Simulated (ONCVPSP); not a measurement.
**Which change was made? (Cs, ONCV)**

ONCVPSP 4.0.1 input, shortened (lines: element, Z, core and valence counts, functional; n l f; lmax; l rc ep ncon nbas qcut; lloc lpopt rc5 dvloc0; l nproj debl; icmod fcfact rcfact), PBE, scalar-relativistic:

```
  Cs 55.00    9    4        4      upf
    1    0    2.00
    2    0    2.00
    2    1    6.00
    3    0    2.00
    3    1    6.00
    3    2   10.00
    4    0    2.00
    4    1    6.00
    4    2   10.00
    5    0    2.00
    5    1    6.00
    6    0    0.50
    6    1    0.50
    2
    0    3.30    0.00    3    6    3.40
    1    3.30    0.00    3    7    3.40
    2    3.65    0.09    4    8    2.90
    4    5    3.25    6.00
    0    2    2.80
    1    2    1.90
    2    3    2.40
    2    0.65    1.05
```

In the d channel the program set the typed energies aside and used 0.050, 2.450, 4.850 Ha.

Cutoffs, loose and tight: the cutoffs (Ha) at which the residual kinetic energy of the hardest occupied pseudo-wave falls to 1 and 0.1 mHa per electron. They do not see the model core or the augmentation charge, which bear on the density cutoff. Test errors are all-electron minus pseudo excitation energies from the reference, over the configurations 5s2 5p6 6s1 6p0; 5s2 5p6 6s0 6p0; 5s2 5p6 6s0.5 6p0; 5s2 5p6 6s0 6p1; variants that change the core or the reference have their own tests.

The base gives: outcome: generated, projector energies reset by the program; cutoff, loose: 3.8 Ha; cutoff, tight: 4.7 Ha; bound ghosts: none; GHOST(+) flags above zero: none; largest test error (meV): -0.3.

After one change the result is: outcome: generated, projector energies reset by the program; cutoff, loose: 4.8 Ha; cutoff, tight: 12 Ha; bound ghosts: none; GHOST(+) flags above zero: d; largest test error (meV): -0.3. Which change was it?
A. p: rc 4.88
B. all radii but the core radius scaled by about 0.76 (s 2.52, p 2.52, d 2.80 bohr); local potential polynomial inside 2.48 bohr (lpopt 5, dvloc0 6 Ha)
C. reference 5s2 5p6 6s1; wave 5p+6p: rc 3.30 bohr, ncon 3, nbas 7, qcut 3.4 1/bohr, 2 projectors becomes 5p: rc 3.30 bohr, ncon 3, nbas 7, qcut 3.4 1/bohr, 2 projectors, debl 1.9 Ha

B. The others give: p: rc 4.88 → outcome: generated, projector energies reset by the program; cutoff, loose: 3.2 Ha; cutoff, tight: 3.8 Ha; bound ghosts: none; GHOST(+) flags above zero: none; largest test error (meV): -3.6 | reference 5s2 5p6 6s1; wave 5p+6p: rc 3.30 bohr, ncon 3, nbas 7, qcut 3.4 1/bohr, 2 projectors becomes 5p: rc 3.30 bohr, ncon 3, nbas 7, qcut 3.4 1/bohr, 2 projectors, debl 1.9 Ha → outcome: generated, projector energies reset by the program; cutoff, loose: 3.8 Ha; cutoff, tight: 4.7 Ha; bound ghosts: none; GHOST(+) flags above zero: none; largest test error (meV): -316.
